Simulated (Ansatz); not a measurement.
Reactions of C$_{2}$H$_{7}$BO$_{2}$Si (`CB(O)[SiH]1CO1`).

Program: Ansatz. Geometries: PBE0-D4/def2-TZVP. ΔE: electronic, gas phase. CCSD(T)/CBS adds triple-zeta CCSD(T) − MP2 to the extrapolated MP2 energy (def2 sets, frozen cores). This one scheme is used for every species. Functionals use def2-TZVPP. B3LYP here is the variant with VWN-RPA as its local correlation; programs differ in this. For As outer-core shells are correlated without core-valence functions, which leaves a few kJ/mol of doubt a bond. Scalar relativity is left out up to krypton. One conformer a species, not always the lowest.

```csv
reaction,B3LYP-D4 (kJ/mol),ωB97X-V (kJ/mol),PBE-D4 (kJ/mol),CCSD(T)/CBS(def2) (kJ/mol)
`CB(O)[SiH]1CO1` + HCl → `Cl[SiH]1CO1` + `CBO`,-117,-120,-103,-120
`CB(O)[SiH]1CO1` + `[SiH3]S` → `[SiH3]S[SiH]1CO1` + `CBO`,-87,-88,-79,-92
`CB(O)[SiH]1CO1` + H–F → `F[SiH]1CO1` + `CBO`,-160,-163,-136,-159
`CB(O)[SiH]1CO1` + arsine → `[AsH2][SiH]1CO1` + `CBO`,-48,-47,-43,-52
`CB(O)[SiH]1CO1` + SiH₄ → `[SiH3][SiH]1CO1` + `CBO`,-17,-18,-18,-19
```

Largest T1 diagnostic: 0.015, for `CB(O)[SiH]1CO1`.
